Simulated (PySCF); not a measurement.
This script is equivalent to a calculation on Be (beryllium, neutral).

```python
from pyscf import gto, scf, dft, mp, cc
import basis_set_exchange as bse
mol = gto.M(atom="Be 0 0 0", charge=0, spin=0, symmetry="D2h",
            basis=gto.basis.parse(bse.get_basis("cc-pVDZ-DK", elements=["Be"], fmt="nwchem", header=False)),
            nucmod="G")
mf = scf.UHF(mol).sfx2c1e()
mf.irrep_nelec = {'Ag': (2, 2)}
mf.kernel()
```

Question: What total energy does it give?

Answer: -14.57484 hartree (calculated).

Question: Which occupied shell lies highest, and where?

Answer: 2s, at -8.411 eV.
